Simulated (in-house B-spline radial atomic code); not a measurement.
Solving the quasi-particle equation for 4d of Sn4+

Configuration [Kr] 4d10, start PBE0; correlation leaves out the 7 deepest shells. Computed with an all-electron radial atomic-structure program (B-spline basis): all electrons, scalar-relativistic (spin-free one-electron X2C), finite nucleus, each spin shell either full or empty, empty states to l = 9 with an (l + 1/2)⁻⁴ tail; G0W0 by contour deformation at full frequency.

At the mean-field level ε = -70.41 eV the matrix elements are Σx = -46.311 eV, v_xc = -39.345 eV and Σc(ε) = -0.072 eV, and the slope of the correlation self-energy is dΣc/dω = -0.0426. The quasi-particle energy solves E = ε + Σx − v_xc + Σc(E).

Question: What does the linearised equation give?

Answer: Z = 1/(1 − dΣc/dω) = 1/1.0426 = 0.9591. The first-order shift is Σx − v_xc + Σc(ε) = -46.311 − (-39.345) + (-0.072) = -7.038 eV, so E ≈ ε + Z × shift = -70.41 + 0.9591 × (-7.038) = -77.160 eV.

Question: How does that compare with the full solution and with static screening?

Answer: Solving the equation at full frequency dependence gives E = -77.144 eV, where Σc = 0.231 eV and the weight is 0.955; the linearised value is off by 16 meV. Leaving Z out would give -77.448 eV. Static COHSEX puts -3.234 eV in place of Σc and gives -80.610 eV, 3.47 eV deeper. The tabulated removal energy is 77.03 ± 0.04 eV (NIST, measured); the run leaves out spin-orbit coupling, Breit and QED terms.
